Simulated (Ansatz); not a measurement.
Two structures of BH₃BrF, closed shell, reached by relaxing down either side of one saddle point (PBE0-D4/def2-TZVP). Energies are electronic, without zero-point energy. Program: Ansatz 0.2.0. Basis: def2-TZVPP and def2-QZVPP. Cores are frozen in the correlated methods. Filled d shells of the heavier atoms are correlated. The def2 sets are not built for correlating such inner shells, so the correlated values are less sure here. Extrapolation: Hartree–Fock as exp(−7.88 √X), correlation as X^−2.97. First:

```
6
angstrom
B 0.2053 0.5862 -0.8144
F 1.3928 0.4574 -0.2423
H -0.0943 -0.2039 -1.6616
H -0.4627 1.5300 -0.5062
H 0.1379 -1.2219 1.8779
Br -1.1791 -1.1477 1.3465
```

Second:

B1  (-0.519, 0.234, -0.517)
F2  (1.497, 0.019, 0.448)
H3  (-0.166, -0.318, -1.505)
H4  (-0.533, 1.409, -0.355)
H5  (1.178, -0.510, 1.141)
Br6  (-1.459, -0.835, 0.788)
(Å)

Q: Which bonds change from the first to the second?

A: BH₂F ([BH2][F]) + HBr → BH₂Br ([BH2][Br]) + HF; bonds formed: B1–Br6, F2–H5; bonds broken: B1–F2, H5–Br6.

Q: Give the saddle point's structure and its height above each. (Judge from chemistry; the value comes from the calculation.)

A: Computed: 23.55 kcal/mol above the first and 11.63 kcal/mol above the second (CCSD(T) at an estimated basis limit (MP2 extrapolated from triple and quadruple zeta, plus CCSD(T) − MP2 in triple zeta)).
```
atom    x (Å)    y (Å)    z (Å)
  B1  -0.0778   0.3022  -0.4784
  F2   1.2216   0.0802   0.2690
  H3  -0.1035  -0.3098  -1.4959
  H4  -0.4699   1.4155  -0.3464
  H5   0.5255  -0.5588   1.0062
 Br6  -1.0960  -0.9293   1.0455
```

The T1 diagnostic stays at or below 0.010.

Labels in which every atom is bracketed show which atoms are joined, not bond orders.

For scale, one of the runs: CCSD(T)/def2-TZVPP, 152 basis functions, launched by `ansatz run in.yaml --threads 2 --pin off --events-out ev --progress --plain --max-ram 4352MiB`. Time: 44 s of wall clock on 2 CPU threads of an Arm Neoverse V1; the host was shared. Peak host memory: 1.1 GiB.
